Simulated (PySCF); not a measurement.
Molecule: Si(H)2(OMe)(nBu), SMILES C(CC)C[SiH2]OC (C₅H₁₄OSi). Atoms near the plane z = 0.0 Å, at the GFN2-xTB optimised geometry (x, y, z in Å): Si1 (-0.6, 0.0, 0.0), O6 (1.1, 0.0, 0.0), C7 (1.9, 0.5, -1.0), H9 (-1.1, 1.3, 0.0), H12 (-2.9, -1.6, 0.9), H19 (2.9, 0.3, -0.6), H20 (1.7, 1.6, -1.0).

Method: PBE0/def2-SVP (PySCF). Cells within 0.4 Å of a nucleus heavier than hydrogen are left out (blank, or x). The values are rescaled to run from 0 to 1.

```
|333333333333333333333333333|
|333333333333333333333333333|
|333333333333333333333333333|
|333333332223333333333333333|
|333333322222233333333333333|
|333333222222223333333333333|
|333332222222223333333333333|
|333332222333333333333333333|
|333332223698433334433333333|
|333333334999754344443333333|
|333333335999996456764443333|
|333333346999999999997754333|
|333333459999999999999964333|
|33333346999xx99xx9977764333|
|333333469999x999x9744443333|
|333333458999999994122333333|
|333334445799997200012233333|
|333345544467764100112223333|
|333345443344443211122222333|
|333334433333332222222222333|
|333333333333332222222222333|
|333333333333333222222223333|
|333333333333333222222223333|
|333333333333333322222233333|
|333333333333333333333333333|
|333333333333333333333333333|
|333333333333333333333333333|
```
Scale: ten equal steps from 0.000 (start of '0') to 1.00 (end of '9'), in the order '0123456789'; x runs from -5.00 to 5.00, y from -5.00 (bottom) to 5.00 (top).

### Question
Which quantity is mapped?
(A) deformation density (molecule minus spherical neutral atoms)
(B) Laplacian of the electron density
(C) log10 of the electron density
(D) electrostatic potential

### Answer
D, electrostatic potential. In full: electrostatic potential (hartree/e), clipped to [-0.08, 0.12].
